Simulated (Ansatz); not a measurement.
`ClBCCl` + H₂ → `CBCl` + HCl at 700 K and 1 bar (hydrogenolysis of a C–Cl bond).

Gas-phase electronic energies from Ansatz, PBE0-D4/def2-TZVP geometries. CCSD(T)/CBS is the MP2 limit (def2-TZVPP, def2-QZVPP) plus CCSD(T) − MP2 in def2-TZVPP, frozen cores. This one scheme is used for every species. One conformer a species, not always the lowest.

```tsv
species	CCSD(T)/CBS energy (Eh)	H − E (kJ/mol)	S (J/(mol·K))
`ClBCCl`	-984.24021	165.5	391.1
H₂	-1.17544	46.8	155.3
`CBCl`	-525.07110	179.3	357.9
HCl	-460.38127	38.4	211.8
```

H − E and S are ideal-gas, rigid-rotor, harmonic terms from PBE0-D4/def2-TZVP, for one conformer and one mirror image of each species. The MP2-based limit puts H₂ 0.8 mEh under its directly extrapolated value; such offsets cancel only in part. 1 Eh = 2625.50 kJ/mol, R = 8.31446 J/(mol·K).

Q: By hand: ΔE, ΔH, ΔS and ΔG.

A: ΔE = (-525.07110) + (-460.38127) − (-984.24021) − (-1.17544) = -0.03672 Eh = -96.4 kJ/mol. Δ(H − E) = 179.3 + 38.4 − 165.5 − 46.8 = 5.4, so ΔH = -91.0 kJ/mol. ΔS = 357.9 + 211.8 − 391.1 − 155.3 = 23.3 J/(mol·K). ΔG = -91.0 − 700 × (23.3)/1000 = -107.3 kJ/mol.

Q: By hand: the equilibrium constant, and the temperature at which ΔG would vanish if ΔH and ΔS stayed fixed.

A: log₁₀ K = −ΔG/(RT ln 10) = 8.0. ΔH and −TΔS have one sign here, so there is no such temperature.

ΔH outweighs TΔS. A doubt of 5 kJ/mol in ΔE shifts log₁₀ K by 0.4 here. Other conformers and mirror images would add mixing entropy, several J/(mol·K) or more a flexible species. Modes under 60 cm⁻¹, often nearly free rotors, make the harmonic entropy too high. These are equilibria of isolated gas molecules and say nothing of rates. Largest T1 diagnostic: 0.011 (customary marks: 0.02 for closed shells, 0.045 for open ones).
